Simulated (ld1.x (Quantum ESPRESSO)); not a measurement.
thallium: TM pseudisation with PW91, fully relativistic reference atom.

- Element: thallium
- Generator: ld1.x (Quantum ESPRESSO) 7.5
- Type: norm-conserving Troullier–Martins (Kleinman–Bylander form)
- Functional: PW91
- Relativity: fully relativistic
- Frozen core: [Xe] 4f14
- Valence charge: 13
- Reference configuration: 5d10 6s1 6p0 (charge +2)
- Partial waves: 6s (bound): rc 2.20 bohr; 6p (bound, empty): rc 2.30 bohr; 5d (bound): rc 1.80 bohr
- Local potential: all-electron potential smoothed inside 2.30 bohr (lloc = -1)
- Core correction: a·sin(br)/r model core, default radius (core density twice the valence density)

Open shells are filled in proportion to 2j + 1 (rel_dist='average').

Poles of the logarithmic derivatives, all-electron (AE) and pseudo (PS). s: poles at -0.1 (AE) and -0.4, 0.6 (PS) Ry. p1/2: poles at 1.3 (AE) and 0.9, 4.3 (PS) Ry. p3/2: poles at 2.1 (AE) and 0.9, 4.1 (PS) Ry. d3/2: poles at -2.3, 4.8 (AE) and -2.3 (PS) Ry. d5/2: poles at -2.1 (AE) and -2.1 (PS) Ry. Test radius 2.49 bohr.

* Cutoffs needed: 50 Ry and 80 Ry (the cutoffs (Ry, on a coarse ladder) from which the occupation-weighted sum of valence levels, in a spherical-Bessel basis at the reference potential, stays within 10 and 1 mRy of its value at 400 Ry)
* Ghost test: no extra level below or beside the all-electron valence levels (s, p1/2, p3/2, d3/2, d5/2, f tested) (spherical-Bessel basis up to 400 Ry, 20 bohr box)
* Largest excitation error: -219 meV (all-electron minus pseudo) for 5d9 6s2 6p2, out of 7 test configurations
